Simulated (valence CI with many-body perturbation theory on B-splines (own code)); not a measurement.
The numbers below are computed, except where a source is named.
**Rb XXV in three bases**

Method: valence CI with perturbative core correlation (CI+MBPT): three valence electrons over a frozen Dirac-Fock core [Ne], radial functions for each j: 9 s, 9 p, 8 d, 6 f, 3 g, 1 h, with the one-electron correlation potential Σ1 (screened to all orders), the two-electron term Σ2, the three-electron term Σ3, Breit, model QED; selected single and double excitations, second order for the rest, scaled by the run's own slope (own B-spline code, finite nucleus).

No measured levels were compared; by estimate levels of excited configurations hold to 0.05 to 0.15 % of their energy, terms of the ground configuration to about 0.5 %.

The reference run has the lowest level 3s²3p ²P°_1/2 and an ionisation energy of 1134.61 eV. Its largest variational space holds 8614 state functions.

Names give the largest LS component (configuration and term), which can be under half, so a name can repeat, a term be missing and a line seem to break the LS rules; names also repeat where a configuration has a term twice.

Changed runs:
A. basis 6 s, 6 p, 5 d, 3 f, 1 g
B. basis 5 s, 5 p, 4 d, 2 f

Excitation energies of the reference run in cm⁻¹, and shifts in cm⁻¹:

| Level | Reference | A | B |
| --- | --- | --- | --- |
| 3s²3p ²P°_3/2 | 111191 | -6.4 | -14 |
| 3s3p² ⁴P_1/2 | 432473 | -90 | -291 |
| 3s3p² ⁴P_3/2 | 493797 | -121 | -378 |
| 3s3p² ⁴P_5/2 | 533438 | -86 | -266 |
| 3s3p² ²D_3/2 | 614969 | +34 | +101 |
| 3s3p² ²D_5/2 | 654242 | -6.4 | -26 |
| 3s3p² ²P_1/2 | 693057 | +137 | +433 |
| 3s3p² ²S_1/2 | 803989 | +165 | +509 |
| 3s3p² ²P_3/2 | 812900 | +121 | +392 |
| 3s²3d ²D_3/2 | 887460 | +300 | +975 |
| 3s²3d ²D_5/2 | 901908 | +303 | +968 |
| 3p³ ²D°_3/2 | 1104090 | -16 | -98 |
| Ionisation energy (eV) | 1134.61 | -0.015 | -0.047 |
